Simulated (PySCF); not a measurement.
Predicted microwave data (PBE0/pcSseg-1 in PySCF (dipole) on a GFN2-xTB geometry, gas phase) for one isomer of C5H10O2:

```
Rotational constants : A = 4790, B = 1694, C = 1472 MHz
Dipole components    : |μa| = 1.00 D, |μb| = 1.47 D, |μc| = 0.89 D
Inertial defect      : -60.50 u·Å²
κ                    : -0.87
```

Question: Which candidate fits, each taken in the one conformer that was computed?
A. `[CH2:1]=[C:2]([CH2:3][CH2:4][OH:5])[O:6][CH3:7]` with C1–C2–C3–C4 -114°, C2–C3–C4–O5 -73°, C3–C4–O5–H 45°, C1–C2–O6–C7 1°
B. `[CH2:1]=[CH:2][C@@H:3]([CH2:4][OH:5])[O:6][CH3:7]` with C1–C2–C3–C4 121°, C2–C3–C4–O5 63°, C3–C4–O5–H 50°, C2–C3–O6–C7 68°
C. `[CH3:1][C:2](=[O:3])[O:4][CH:5]([CH3:6])[CH3:7]` with C1–C2–O4–C5 179°, C2–O4–C5–C6 155°

Answer: C. It is CC(=O)OC(C)C, an asymmetric top, point group C1. The candidates at the same level (rigid rotor, commonest isotopes):

| SMILES | A (MHz) | B (MHz) | C (MHz) | μa (D) | μb (D) | μc (D) | Δ (u·Å²) | point group | rotor |
| --- | --- | --- | --- | --- | --- | --- | --- | --- | --- |
| C=C(CCO)OC | 3951 | 1974 | 1434 | 2.51 | 0.70 | 0.31 | -31.37 | C1 | asymmetric top |
| CC(=O)OC(C)C | 4790 | 1694 | 1472 | 1.00 | 1.47 | 0.89 | -60.50 | C1 | asymmetric top |
| C=C[C@@H](CO)OC | 2908 | 2322 | 1493 | 2.23 | 0.56 | 0.85 | -52.97 | C1 | asymmetric top |

`C=C[C@@H](CO)OC` has A 39 % too low; `C=C(CCO)OC` has A 18 % too low. No structure here is proved a minimum.
